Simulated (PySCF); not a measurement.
**Spinor energies of Er(32+) (erbium, charge +32)**

Start: [Kr]. Calculated with PySCF 2.14 in an even-tempered Gaussian basis (17 s from 3.1 bohr⁻², ratio 2.8; 14 p from 4.1 bohr⁻², ratio 2.8; 8 d from 7.2 bohr⁻², ratio 2.8; 4 f from 21 bohr⁻², ratio 3): generalised Hartree-Fock with the X2C-1e Hamiltonian and a Gaussian nucleus; one run each with spin-orbit coupling (SO) switched off, then screened by Boettger's factors.

```tsv
spinor shell	electrons	ε, spin-free (eV)	ε, screened SO (eV)	weight of nominal j (screened SO)	rms radius, screened SO (bohr)
1s1/2	2	-59029.5	-59016.6	1.000	0.0231
2s1/2	2	-11088.1	-11084.0	1.000	0.0935
2p1/2	2	-9949.9	-10600.1	1.000	0.0798
2p3/2	4	-9949.9	-9677.3	1.000	0.0866
3s1/2	2	-3470.2	-3468.8	1.000	0.238
3p1/2	2	-3115.6	-3258.0	1.000	0.229
3p3/2	4	-3115.6	-3054.9	1.000	0.242
3d3/2	4	-2676.0	-2701.7	1.000	0.215
3d5/2	6	-2676.0	-2657.7	1.000	0.218
4s1/2	2	-1522.5	-1522.1	1.000	0.501
4p1/2	2	-1385.0	-1427.6	1.000	0.504
4p3/2	4	-1385.0	-1366.6	1.000	0.529
```

```tsv
quantity	spin-free	screened SO
E (hartree)	-12528.28005	-12539.24475
M_J	0	0
⟨J²⟩	0.000	0.000
⟨L²⟩	0.000	0.056
⟨S²⟩	0.000	0.056
```

Breit and QED terms are absent; they matter most for the inner s and p1/2 levels.

Densities and radii are taken from the X2C orbitals without a picture-change correction, which distorts them close to the nucleus.

Without spin-orbit coupling the j labels of p, d and f shells carry no meaning; the spin-free column gives the mean over the occupied spinors of each nl shell.
